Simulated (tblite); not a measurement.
C₂H₁₂OSi₄.
SMILES with atom numbers: `[O:1]=[CH:2][CH2:3][SiH2:4][SiH2:5][SiH2:6][SiH3:7]` (hydrogens: H8 on C2; H9, H10 on C3; H11, H12 on Si4; H13, H14 on Si5; H15, H16 on Si6; H17, H18, H19 on Si7)

The geometry is computed with GFN2-xTB (gas phase).

Q: Give the optimised bond lengths and angles.

A: 
| bond | length (Å) | order |
| --- | --- | --- |
| O1=C2 | 1.219 | double |
| C2–C3 | 1.446 | single |
| C3–Si4 | 1.957 | single |
| Si4–Si5 | 2.325 | single |
| Si5–Si6 | 2.329 | single |
| Si6–Si7 | 2.311 | single |
| C2–H8 | 1.105 | single |
| C3–H9, C3–H10 | 1.084 | single |
| Si4–H11, Si4–H12 | 1.471 | single |
| Si5–H13, Si5–H14 | 1.477 | single |
| Si6–H15, Si6–H16 | 1.477 | single |
| Si7–H17, Si7–H18 | 1.472 | single |
| Si7–H19 | 1.459 | single |

Bonds in one row agree within 0.01 Å and their mean is given. Orders are formal, as drawn. A selection of angles:
| angle | degrees |
| --- | --- |
| O1–C2–C3 | 123.8 |
| O1–C2–H8 | 119.4 |
| C3–C2–H8 | 116.5 |
| C2–C3–Si4 | 101.8 |
| C2–C3–H9 | 112.0 |
| C2–C3–H10 | 113.4 |
| Si4–C3–H9 | 104.5 |
| Si4–C3–H10 | 113.9 |
| H9–C3–H10 | 110.6 |
| C3–Si4–Si5 | 103.4 |
| C3–Si4–H11 | 104.6 |
| C3–Si4–H12 | 101.0 |
| Si5–Si4–H11 | 116.8 |
| Si5–Si4–H12 | 124.6 |
| H11–Si4–H12 | 103.6 |
| Si4–Si5–Si6 | 118.9 |
| Si4–Si5–H13 | 103.7 |
| Si4–Si5–H14 | 106.2 |
| Si6–Si5–H13 | 111.0 |
| Si6–Si5–H14 | 113.2 |
| H13–Si5–H14 | 102.1 |
| Si5–Si6–Si7 | 120.0 |
| Si5–Si6–H15 | 106.9 |
| Si5–Si6–H16 | 105.5 |
| Si7–Si6–H15 | 110.9 |
| Si7–Si6–H16 | 109.7 |
| H15–Si6–H16 | 102.1 |
| Si6–Si7–H17 | 108.8 |
| Si6–Si7–H18 | 112.6 |
| Si6–Si7–H19 | 115.8 |
| H17–Si7–H18 | 103.5 |
| H17–Si7–H19 | 105.0 |
| H18–Si7–H19 | 110.1 |

Torsions: O1–C2–C3–Si4 64° (synclinal); C2–C3–Si4–Si5 -56° (synclinal); C3–Si4–Si5–Si6 83° (synclinal); Si4–Si5–Si6–Si7 -39° (synclinal). The mirror-image conformer, all signs reversed, is as good.

Of the pairs four or more bonds apart, O1···Si7 is among the closest relative to their van der Waals radii: 2.70 Å, 75 % of the sum of Bondi's values. Si4 (SiH2 silicon) is distorted tetrahedral (angles from 101.0° to 124.6°). Si6 (SiH2 silicon) is distorted tetrahedral (angles from 102.1° to 120.0°). Si7 (SiH3 silicon) is distorted tetrahedral (angles from 103.5° to 115.8°). Si5 (SiH2 silicon) is distorted tetrahedral (angles from 102.1° to 118.9°).

Point group: C1 (no symmetry element, even within 0.4 Å). Its lowest GFN2-xTB frequency is 13i cm⁻¹, too small to tell a flat minimum from a shallow saddle. The numbers are those of one conformer.
